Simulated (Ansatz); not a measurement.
GeF3Br, SMILES [F][Ge]([Br])([F])[F].

Geometry optimised at B3LYP-D3(BJ)/def2-SVP.

Two levels are set side by side: PBE/def2-SVPD (Ansatz, a quantum-chemistry and plane-wave program) and CAM-B3LYP/def2-SVPD (Ansatz). Energy differences of separate SCF runs at the same geometry. Differences are taken from unrounded values.

| quantity | CAM-B3LYP | PBE | PBE minus CAM-B3LYP |
|---|---|---|---|
| vertical singlet–triplet gap (eV) | 5.68 | 5.42 | -0.26 |
